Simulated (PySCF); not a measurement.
# Computed records: AlGeH6N, GeH4N, CH7GeNO, ClGeH4N and others

Computed with PySCF 2.14.0. Calculation on a computer-drawn molecule: optimised geometry and harmonic frequencies of an isolated molecule of the commonest isotopes, restricted reference for singlets and unrestricted otherwise, frozen core in MP2; on germanium a core potential holds 10 electrons, which the energies leave out, and 3d is frozen in MP2 and coupled-cluster steps.

Common to all runs: charge 0; basis and core potential on germanium cc-pVDZ-PP ECP10MDF.

```json
{"entry": 1, "formula": "AlGeH6N", "start_structure": {"atoms_angstrom": [["N", -1.2044, 0.2802, 0.6011], ["Al", -1.4042, -0.9184, 1.9236], ["Ge", 0.1972, -0.94, 3.6578], ["H", -0.488, 0.9333, 0.5236], ["H", -1.8001, 0.347, -0.2293], ["H", -2.6237, -1.8866, 1.7983], ["H", -0.1706, -0.34, 5.053], ["H", 0.8957, -2.2183, 4.0853], ["H", 1.4141, -0.0994, 3.3401]]}, "given": {"multiplicity": 1, "method": "HF", "basis": "cc-pV(D+d)Z", "drawn_bonds_atom": [1, 2, 1, 1, 2, 3, 3, 3], "drawn_bonds_other_atom": [2, 3, 4, 5, 6, 7, 8, 9], "drawn_bonds_order": [1, 1, 1, 1, 1, 1, 1, 1]}, "results": {"optimised_atom_element": ["N", "Al", "Ge", "H", "H", "H", "H", "H", "H"], "optimised_atom_x [angstrom]": [-1.195, -1.415, 0.2997, -0.4256, -1.828, -2.704, -0.304, 0.9339, 1.454], "optimised_atom_y [angstrom]": [0.2241, -0.8612, -0.8885, 0.8539, 0.305, -1.776, -0.5147, -2.28, 0.09569], "optimised_atom_z [angstrom]": [0.5383, 1.911, 3.732, 0.408, -0.2369, 1.923, 5.098, 3.906, 3.474], "modes_frequency [cm^-1]": [42.44, 136.1, 314.3, 318.5, 441.2, 464.0, 488.5, 556.8, 610.8, 779.5, 843.6, 900.5, 969.5, 971.4, 1676, 1984, 2175, 2176, 2193, 3773, 3856], "modes_reduced_mass [dalton]": [1.162, 3.332, 1.078, 6.341, 1.131, 1.108, 1.242, 1.124, 1.099, 1.276, 4.028, 1.142, 1.018, 1.02, 1.111, 1.043, 1.023, 1.023, 1.013, 1.052, 1.094], "rotational_constants [GHz]": [17.12, 1.946, 1.785], "total_energy [hartree]": -593.2736, "convergence_status_largest_gradient_component [hartree/bohr]": 3.379e-05}}
{"entry": 2, "formula": "GeH4N", "start_structure": {"atoms_angstrom": [["N", -0.1192, -0.6035, -0.6993], ["Ge", 0.1624, -2.0014, -1.7152], ["H", -1.0273, -0.1353, -0.6466], ["H", 0.5387, 0.1582, -0.7542], ["H", -0.8206, -3.0345, -0.9272], ["H", 1.5969, -2.5241, -1.1185]]}, "given": {"multiplicity": 2, "method": "HF", "basis": "cc-pVDZ", "drawn_bonds_atom": [1, 1, 1, 2, 2], "drawn_bonds_other_atom": [2, 3, 4, 5, 6], "drawn_bonds_order": [1, 1, 1, 1, 1]}, "results": {"optimised_atom_element": ["N", "Ge", "H", "H", "H", "H"], "optimised_atom_x [angstrom]": [-0.1102, 0.1788, -1.039, 0.5459, -0.8531, 1.608], "optimised_atom_y [angstrom]": [-0.51, -2.076, -0.1333, 0.2258, -3.102, -2.544], "optimised_atom_z [angstrom]": [-0.6033, -1.533, -0.6901, -0.8029, -1.028, -1.203], "modes_frequency [cm^-1]": [237.1, 597.8, 638.8, 688.7, 784.7, 905.4, 974.3, 1698, 2155, 2173, 3734, 3826], "modes_reduced_mass [dalton]": [1.023, 1.306, 1.028, 3.233, 1.186, 1.025, 1.155, 1.097, 1.015, 1.026, 1.051, 1.094], "rotational_constants [GHz]": [86.0, 10.02, 9.413], "total_energy [hartree]": -350.1264, "spin_squared": 0.7573, "convergence_status_largest_gradient_component [hartree/bohr]": 4.162e-05}}
{"entry": 3, "formula": "GeH4N", "start_structure": {"atoms_angstrom": [["N", -0.1102, -0.51, -0.6033], ["Ge", 0.1788, -2.0764, -1.5335], ["H", -1.0388, -0.1333, -0.6901], ["H", 0.5459, 0.2258, -0.8029], ["H", -0.8531, -3.1023, -1.0284], ["H", 1.6084, -2.5444, -1.2028]]}, "given": {"multiplicity": 2, "method": "MP2", "basis": "cc-pVDZ", "drawn_bonds_atom": [1, 1, 1, 2, 2], "drawn_bonds_other_atom": [2, 3, 4, 5, 6], "drawn_bonds_order": [1, 1, 1, 1, 1]}, "results": {"optimised_atom_element": ["N", "Ge", "H", "H", "H", "H"], "optimised_atom_x [angstrom]": [-0.1069, 0.1777, -1.047, 0.5506, -0.8543, 1.61], "optimised_atom_y [angstrom]": [-0.5122, -2.075, -0.1326, 0.2295, -3.104, -2.546], "optimised_atom_z [angstrom]": [-0.5632, -1.544, -0.7046, -0.818, -1.028, -1.203], "modes_frequency [cm^-1]": [247.4, 591.7, 610.1, 656.4, 758.2, 860.4, 930.8, 1574, 2111, 2141, 3529, 3635], "modes_reduced_mass [dalton]": [1.025, 1.323, 1.03, 2.962, 1.21, 1.025, 1.14, 1.094, 1.016, 1.026, 1.051, 1.092], "rotational_constants [GHz]": [83.43, 9.828, 9.265], "total_energy [hartree]": -350.3881, "spin_squared": 0.7577, "convergence_status_largest_gradient_component [hartree/bohr]": 1.495e-05}}
{"entry": 4, "formula": "CH7GeNO", "start_structure": {"atoms_angstrom": [["N", -0.3033, 2.8571, 0.631], ["Ge", -0.3368, 1.0584, 0.3714], ["C", -2.0195, 0.3198, -0.4892], ["O", -1.9747, -1.1151, -0.617], ["H", -0.9285, 3.2145, 1.264], ["H", -0.2439, 3.4073, -0.1715], ["H", -0.1126, 0.3724, 1.676], ["H", 0.8549, 0.7806, -0.5609], ["H", -2.9386, 0.6492, 0.2075], ["H", -2.2343, 0.7491, -1.422], ["H", -1.7739, -1.5136, 0.245]]}, "given": {"multiplicity": 1, "method": "HF", "basis": "cc-pVDZ", "drawn_bonds_atom": [1, 2, 3, 1, 1, 2, 2, 3, 3, 4], "drawn_bonds_other_atom": [2, 3, 4, 5, 6, 7, 8, 9, 10, 11], "drawn_bonds_order": [1, 1, 1, 1, 1, 1, 1, 1, 1, 1]}, "results": {"optimised_atom_element": ["N", "Ge", "C", "O", "H", "H", "H", "H", "H", "H", "H"], "optimised_atom_x [angstrom]": [-0.303, -0.2984, -1.985, -1.952, -1.016, -0.3481, -0.05099, 0.8565, -2.85, -2.119, -1.946], "optimised_atom_y [angstrom]": [2.851, 1.041, 0.3342, -1.073, 3.159, 3.434, 0.3201, 0.7705, 0.6752, 0.7168, -1.449], "optimised_atom_z [angstrom]": [0.662, 0.315, -0.4434, -0.5459, 1.301, -0.1568, 1.65, -0.6521, 0.139, -1.456, 0.3215], "modes_frequency [cm^-1]": [80.08, 137.7, 163.8, 301.7, 318.4, 457.9, 587.7, 648.6, 672.1, 703.9, 865.0, 893.2, 939.1, 988.6, 1152, 1227, 1393, 1493, 1582, 1699, 2200, 2235, 3152, 3244, 3732, 3821, 4146], "modes_reduced_mass [dalton]": [2.863, 4.776, 1.053, 6.265, 1.063, 1.085, 1.632, 2.987, 1.054, 3.369, 1.106, 1.306, 1.031, 1.156, 6.357, 1.034, 1.279, 1.215, 1.075, 1.096, 1.021, 1.018, 1.068, 1.096, 1.051, 1.094, 1.067], "rotational_constants [GHz]": [13.41, 2.493, 2.232], "total_energy [hartree]": -464.6244, "convergence_status_largest_gradient_component [hartree/bohr]": 1.726e-05}}
{"entry": 5, "formula": "ClGeH4N", "start_structure": {"atoms_angstrom": [["N", -0.516, 1.6651, -0.8158], ["Ge", -0.8211, 0.7475, 0.6438], ["Cl", -1.7289, 2.0942, 1.9663], ["H", -0.1512, 2.5764, -0.737], ["H", -0.0966, 1.2644, -1.5936], ["H", 0.395, 0.1279, 1.3531], ["H", -1.8177, -0.378, 0.292]]}, "given": {"multiplicity": 1, "method": "HF", "basis": "cc-pV(D+d)Z", "drawn_bonds_atom": [1, 2, 1, 1, 2, 2], "drawn_bonds_other_atom": [2, 3, 4, 5, 6, 7], "drawn_bonds_order": [1, 1, 1, 1, 1, 1]}, "results": {"optimised_atom_element": ["N", "Ge", "Cl", "H", "H", "H", "H"], "optimised_atom_x [angstrom]": [-0.5198, -0.8299, -1.874, 0.1835, -0.3518, 0.4138, -1.758], "optimised_atom_y [angstrom]": [1.759, 0.7459, 2.013, 2.471, 1.234, 0.2709, -0.3963], "optimised_atom_z [angstrom]": [-0.8355, 0.6448, 2.068, -0.7436, -1.677, 1.391, 0.2607], "modes_frequency [cm^-1]": [81.64, 230.0, 421.8, 532.5, 570.1, 707.4, 735.3, 862.5, 951.9, 989.5, 1691, 2251, 2284, 3742, 3839], "modes_reduced_mass [dalton]": [1.203, 3.125, 21.63, 1.219, 1.23, 1.051, 4.088, 1.054, 1.027, 1.154, 1.099, 1.022, 1.018, 1.05, 1.095], "rotational_constants [GHz]": [12.16, 3.356, 2.746], "total_energy [hartree]": -809.7122, "convergence_status_largest_gradient_component [hartree/bohr]": 6.214e-06}}
{"entry": 6, "formula": "ClGeH4N", "start_structure": {"atoms_angstrom": [["N", -0.5198, 1.759, -0.8355], ["Ge", -0.8299, 0.7459, 0.6448], ["Cl", -1.8743, 2.0128, 2.068], ["H", 0.1835, 2.4707, -0.7436], ["H", -0.3518, 1.2345, -1.6766], ["H", 0.4138, 0.2709, 1.3909], ["H", -1.758, -0.3963, 0.2607]]}, "given": {"multiplicity": 1, "method": "MP2", "basis": "cc-pV(D+d)Z", "drawn_bonds_atom": [1, 2, 1, 1, 2, 2], "drawn_bonds_other_atom": [2, 3, 4, 5, 6, 7], "drawn_bonds_order": [1, 1, 1, 1, 1, 1]}, "results": {"optimised_atom_element": ["N", "Ge", "Cl", "H", "H", "H", "H"], "optimised_atom_x [angstrom]": [-0.5717, -0.8374, -1.844, 0.1392, -0.2621, 0.4182, -1.779], "optimised_atom_y [angstrom]": [1.775, 0.7476, 2.026, 2.497, 1.2, 0.2492, -0.3963], "optimised_atom_z [angstrom]": [-0.8672, 0.6433, 2.076, -0.7258, -1.656, 1.373, 0.2647], "modes_frequency [cm^-1]": [111.2, 220.0, 427.8, 538.7, 586.0, 672.8, 713.1, 818.2, 903.8, 953.6, 1569, 2186, 2227, 3528, 3636], "modes_reduced_mass [dalton]": [1.271, 2.873, 29.32, 1.097, 1.446, 1.381, 1.918, 1.062, 1.027, 1.133, 1.095, 1.02, 1.02, 1.051, 1.092], "rotational_constants [GHz]": [11.87, 3.37, 2.74], "total_energy [hartree]": -810.1207, "convergence_status_largest_gradient_component [hartree/bohr]": 4.367e-06}}
{"entry": 7, "formula": "GeH3N", "start_structure": {"atoms_angstrom": [["N", 0.3241, -0.4419, -1.2376], ["Ge", 2.0596, -0.8394, -1.3703], ["H", -0.1779, -0.3865, -0.3945], ["H", -0.3245, -0.1198, -2.0577], ["H", 2.0323, -0.62, -2.9222]]}, "given": {"multiplicity": 1, "method": "HF", "basis": "cc-pVDZ", "drawn_bonds_atom": [1, 1, 1, 2], "drawn_bonds_other_atom": [2, 3, 4, 5], "drawn_bonds_order": [1, 1, 1, 1]}, "results": {"optimised_atom_element": ["N", "Ge", "H", "H", "H"], "optimised_atom_x [angstrom]": [0.287, 2.04, -0.1958, -0.3141, 2.097], "optimised_atom_y [angstrom]": [-0.4006, -0.8374, -0.3974, -0.139, -0.6332], "optimised_atom_z [angstrom]": [-1.253, -1.384, -0.374, -2.011, -2.96], "modes_frequency [cm^-1]": [472.3, 687.9, 718.3, 740.7, 953.7, 1682, 1968, 3773, 3881], "modes_reduced_mass [dalton]": [1.237, 1.132, 1.013, 3.822, 1.183, 1.118, 1.021, 1.049, 1.099], "rotational_constants [GHz]": [130.1, 10.66, 9.857], "total_energy [hartree]": -349.5668, "convergence_status_largest_gradient_component [hartree/bohr]": 3.433e-05}}
{"entry": 8, "formula": "GeH3N", "start_structure": {"atoms_angstrom": [["N", 0.287, -0.4006, -1.2527], ["Ge", 2.0396, -0.8374, -1.3842], ["H", -0.1958, -0.3974, -0.374], ["H", -0.3141, -0.139, -2.011], ["H", 2.097, -0.6332, -2.9605]]}, "given": {"multiplicity": 1, "method": "MP2", "basis": "cc-pVDZ", "drawn_bonds_atom": [1, 1, 1, 2], "drawn_bonds_other_atom": [2, 3, 4, 5], "drawn_bonds_order": [1, 1, 1, 1]}, "results": {"optimised_atom_element": ["N", "Ge", "H", "H", "H"], "optimised_atom_x [angstrom]": [0.2889, 2.062, -0.2028, -0.3197, 2.085], "optimised_atom_y [angstrom]": [-0.4008, -0.8441, -0.3971, -0.1354, -0.6302], "optimised_atom_z [angstrom]": [-1.255, -1.378, -0.3627, -2.027, -2.96], "modes_frequency [cm^-1]": [466.0, 633.3, 713.4, 740.4, 889.9, 1552, 1937, 3579, 3703], "modes_reduced_mass [dalton]": [1.237, 1.083, 4.551, 1.014, 1.178, 1.121, 1.021, 1.049, 1.098], "rotational_constants [GHz]": [127.6, 10.43, 9.642], "total_energy [hartree]": -349.8259, "convergence_status_largest_gradient_component [hartree/bohr]": 3.375e-06}}
{"entry": 9, "formula": "Cl2GeH3N", "start_structure": {"atoms_angstrom": [["N", -1.003, 0.7574, -0.9808], ["Ge", 0.4264, 1.5839, -0.1734], ["Cl", 1.1113, 2.8571, -1.5876], ["Cl", 1.7653, 0.0412, 0.2949], ["H", -1.7378, 1.3413, -1.4211], ["H", -1.4632, -0.0865, -0.4965], ["H", 0.077, 2.3321, 1.0736]]}, "given": {"multiplicity": 1, "method": "HF", "basis": "cc-pV(D+d)Z", "drawn_bonds_atom": [1, 2, 2, 1, 1, 2], "drawn_bonds_other_atom": [2, 3, 4, 5, 6, 7], "drawn_bonds_order": [1, 1, 1, 1, 1, 1]}, "results": {"optimised_atom_element": ["N", "Ge", "Cl", "Cl", "H", "H", "H"], "optimised_atom_x [angstrom]": [-1.027, 0.3443, 1.18, 1.787, -1.738, -1.451, 0.07996], "optimised_atom_y [angstrom]": [0.711, 1.549, 2.918, 0.03235, 1.316, -0.03621, 2.336], "optimised_atom_z [angstrom]": [-1.011, -0.1838, -1.613, 0.3024, -1.383, -0.4885, 1.086], "modes_frequency [cm^-1]": [105.5, 149.8, 226.7, 242.2, 431.1, 448.9, 535.7, 752.0, 785.9, 800.3, 967.7, 1683, 2297, 3740, 3842], "modes_reduced_mass [dalton]": [1.214, 23.66, 6.945, 2.69, 22.9, 36.81, 1.374, 4.216, 1.03, 1.072, 1.155, 1.101, 1.021, 1.05, 1.096], "rotational_constants [GHz]": [3.859, 2.11, 1.547], "total_energy [hartree]": -1268.6879, "convergence_status_largest_gradient_component [hartree/bohr]": 1.324e-05}}
{"entry": 10, "formula": "Cl2GeH3N", "start_structure": {"atoms_angstrom": [["N", -1.0268, 0.711, -1.0106], ["Ge", 0.3443, 1.5487, -0.1838], ["Cl", 1.1799, 2.9185, -1.6135], ["Cl", 1.7875, 0.0323, 0.3024], ["H", -1.738, 1.3162, -1.3828], ["H", -1.4509, -0.0362, -0.4885], ["H", 0.08, 2.3361, 1.0858]]}, "given": {"multiplicity": 1, "method": "MP2", "basis": "cc-pV(D+d)Z", "drawn_bonds_atom": [1, 2, 2, 1, 1, 2], "drawn_bonds_other_atom": [2, 3, 4, 5, 6, 7], "drawn_bonds_order": [1, 1, 1, 1, 1, 1]}, "results": {"optimised_atom_element": ["N", "Ge", "Cl", "Cl", "H", "H", "H"], "optimised_atom_x [angstrom]": [-1.016, 0.3489, 1.18, 1.791, -1.744, -1.456, 0.07189], "optimised_atom_y [angstrom]": [0.6813, 1.545, 2.928, 0.02988, 1.333, -0.02532, 2.335], "optimised_atom_z [angstrom]": [-1.059, -0.1916, -1.613, 0.3105, -1.363, -0.4631, 1.087], "modes_frequency [cm^-1]": [122.4, 141.4, 212.6, 233.0, 426.4, 450.4, 585.2, 717.6, 747.2, 759.0, 931.4, 1560, 2215, 3526, 3637], "modes_reduced_mass [dalton]": [1.306, 23.4, 7.704, 2.434, 29.66, 37.15, 1.509, 2.851, 1.029, 1.104, 1.135, 1.097, 1.021, 1.05, 1.093], "rotational_constants [GHz]": [3.849, 2.091, 1.539], "total_energy [hartree]": -1269.2262, "convergence_status_largest_gradient_component [hartree/bohr]": 9.505e-06}}
```
